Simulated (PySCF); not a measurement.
Species: C₇H₁₀N (doublet state).
Z-matrix (Å and degrees, GFN2-xTB geometry), rows numbered from 1:
```
C 
C   1  1.5293
C   2  1.5027  1  110.51
C   3  1.4099  2  119.87  1   -80.16
C   4  1.4045  3  119.08  2   178.09
N   5  1.2912  4  125.60  3     0.24
C   6  1.4282  5  118.81  4    -0.05
C   3  1.3607  2  121.92  1    97.88
H   1  1.0876  2  110.46  3   178.43
H   1  1.0878  2  110.33  3   -61.47
H   1  1.0876  2  110.45  3    58.29
H   2  1.0921  1  109.27  3  -120.51
H   2  1.0916  1  109.43  3   121.01
H   4  1.0779  3  120.49  2    -2.10
H   5  1.0844  4  119.14  3  -179.84
H   7  1.1042  6  107.22  5  -124.59
H   7  1.1044  6  107.23  5   123.96
H   8  1.0802  3  121.46  2     1.77
```

The hyperfine couplings belong to this conformer and change with its torsions.

As a line formula: `CCC1=CC=NC[CH]1` [radical].

Computed, not measured: PySCF 2.14.0, UKS B3LYP, pcH-1 on C H N, non-relativistic, mean-field spin-orbit, GIAO. Geometry: GFN2-xTB, one conformer, isolated molecule. The geometry wasn't refined by DFT: couplings that depend on bond lengths, twists or pyramidal angles can differ widely from those at the functional's own minimum. No stability test was run, so a lower SCF solution isn't excluded. ⟨S²⟩ is 0.782 where a pure state has 0.75.

Principal values of hyperfine tensors in MHz (contact and dipolar terms together), for some of the nuclei:

| atom | isotope | A1 | A2 | A3 |
| --- | --- | --- | --- | --- |
| H16 | 1H | 157.27 | 160.91 | 166.99 |
| C4 | 13C | 3.09 | 5.30 | 133.38 |
| C8 | 13C | 1.39 | 3.19 | 105.74 |
| C3 | 13C | -58.10 | -26.92 | -24.14 |
| H14 | 1H | -57.75 | -36.11 | -14.45 |
| C5 | 13C | -56.76 | -25.81 | -20.83 |
| C7 | 13C | -36.06 | -33.74 | -31.53 |
| H18 | 1H | -45.00 | -29.70 | -10.51 |

(1) Split each tensor into its isotropic and traceless parts, and turn a_iso into mT with g = 2.0033.

(2) What spin density at the nucleus of C3 lies behind its contact coupling (g_N = 1.40482)?

(3) H17 (1H, g_N = 5.58569) isn't in the table. Its spin density at the nucleus is 0.03628 bohr⁻³. What is its contact coupling?

(4) Name the largest traceless tensor T of the table and describe it.

(5) In a single crystal, with the field along each principal axis of the tensor of C8 in turn, what first-order splitting does this nucleus give (isotropic g, quadrupole terms neglected)?

Results:

(1) a_iso = (A1 + A2 + A3)/3, Ti = Ai − a_iso; 1 mT corresponds to 28.038 MHz.

```
atom  a_iso (MHz)  a_iso (mT)      T1      T2     T3
 H16       161.72       5.768   -4.46   -0.81   5.27
  C4        47.26       1.686  -44.17  -41.95  86.13
  C8        36.77       1.312  -35.38  -33.59  68.97
  C3       -36.38      -1.298  -21.72    9.47  12.25
 H14       -36.10      -1.288  -21.65   -0.01  21.65
  C5       -34.47      -1.229  -22.29    8.66  13.63
  C7       -33.78      -1.205   -2.28    0.03   2.25
 H18       -28.40      -1.013  -16.60   -1.30  17.90
```

(2) a_FC = 800.24 MHz bohr³ × g_N × ρ(0)/(2S). With a_FC = -36.38 MHz and 2S = 1, ρ(0) = -0.03236 bohr⁻³.

(3) By the same relation, a_FC = 162.2 MHz. Its full tensor has the principal values 157.71, 161.35, 167.50 MHz.

(4) C4: -44.2, -42.0, 86.1 MHz, nearly axial, close to the ratio −1:−1:+2, the form that spin in one p orbital centred on that nucleus gives.

(5) 2 lines (I = 1/2), spaced by |A_i|/(g × 13.996): 0.05, 0.11, 3.77 mT along the axes of A1, A2 and A3.

The SMILES draws the unpaired electron on C8; the largest computed Mulliken spin population is on C4 (0.58 against 0.44).
